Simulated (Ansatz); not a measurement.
`[SiH3][SiH2][SiH2][GeH2][SiH2][SiH3]` + `CSS` → `CSS[SiH3]` + `[SiH3][SiH2][GeH2][SiH2][SiH3]`  (cleavage of the Si–Si bond)

Program: Ansatz. Geometries: PBE0-D4/def2-TZVP. ΔE: electronic, gas phase. CCSD(T)/CBS adds triple-zeta CCSD(T) − MP2 to the extrapolated MP2 energy (def2 sets, frozen cores). Functionals use def2-TZVPP. For Ge outer-core shells are correlated without core-valence functions, which leaves a few kJ/mol of doubt a bond. Scalar relativity is left out up to krypton. Each species was taken in one conformer, which may not be the lowest.

```json
{"species": "`[SiH3][SiH2][SiH2][GeH2][SiH2][SiH3]`", "r2SCANh-D4 energy (Eh)": "-3532.77437"}
{"species": "`CSS`", "r2SCANh-D4 energy (Eh)": "-836.85590"}
{"species": "`CSS[SiH3]`", "r2SCANh-D4 energy (Eh)": "-1127.55329"}
{"species": "`[SiH3][SiH2][GeH2][SiH2][SiH3]`", "r2SCANh-D4 energy (Eh)": "-3242.09403"}
```

**Question.** Work out ΔE.

**Answer.** ΔE = (-1127.55329) + (-3242.09403) − (-3532.77437) − (-836.85590) = -0.01705 Eh = -10.7 kcal/mol. CCSD(T)/CBS gives -11.4 kcal/mol.

Largest T1 diagnostic among the species: 0.013.

In def2-TZVPP, CCSD(T) changes the Hartree–Fock value by +3.3 kcal/mol (the triples alone add +0.2 kcal/mol) and MP2 by +1.2 kcal/mol. From BLYP to BHLYP (50 % exact exchange), in def2-TZVPP and without D4, ΔE moves by −1.1 kcal/mol. Leaving LDA and LC-ωPBE aside and taking each functional with its dispersion term where it has one, the values, not all of them listed here, spread over 3.6 kcal/mol, from B2PLYP to PBE-D4. LDA lies +1.0 kcal/mol from PBE without D4.
